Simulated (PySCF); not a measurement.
BCl₃ + 3 HCl → BH₃ + 3 Cl₂

Level: PBE in the def2-TZVP basis family, all electrons, no relativity, computed in PySCF with density fitting; open shells unrestricted.

```json
{"species": "BCl₃", "state and structure": "singlet, D3h, B–Cl 1.748 Å (×3)", "E (Eh)": "-1405.02170", "ZPE (kJ/mol)": "19.5", "H(298 K) − H(0) (kJ/mol)": "14.1", "S° (J/(mol K))": "290.3"}
{"species": "HCl", "state and structure": "singlet, C∞v, H–Cl 1.289 Å", "E (Eh)": "-460.62635", "ZPE (kJ/mol)": "17.3", "H(298 K) − H(0) (kJ/mol)": "8.7", "S° (J/(mol K))": "186.8"}
{"species": "BH₃", "state and structure": "singlet, D3h, B–H 1.199 Å (×3)", "E (Eh)": "-26.55237", "ZPE (kJ/mol)": "67.1", "H(298 K) − H(0) (kJ/mol)": "10.1", "S° (J/(mol K))": "188.7"}
{"species": "Cl₂", "state and structure": "singlet, D∞h, Cl–Cl 2.008 Å", "E (Eh)": "-920.02118", "ZPE (kJ/mol)": "3.2", "H(298 K) − H(0) (kJ/mol)": "9.2", "S° (J/(mol K))": "223.0"}
```

(1) What is the electronic reaction energy?

(2) Add zero-point, thermal and entropy terms for 298.15 K and 1 bar.

Answers

(1) At PBE/def2-TZVP, ΔE = 747.8 kJ/mol from the differences of the total energies times 2625.5, uphill. 

(2) ΔZPE = 5.3 and Δ[H(298) − H(0)] = -2.5 kJ/mol give ΔH° = 750.6 kJ/mol. ΔS° = 7.0 J/(mol K), so ΔG° = 750.6 − 298.15 × (0.0070) = 749 kJ/mol.

The structures come from searches over a few start shapes, so lower isomers are not excluded.
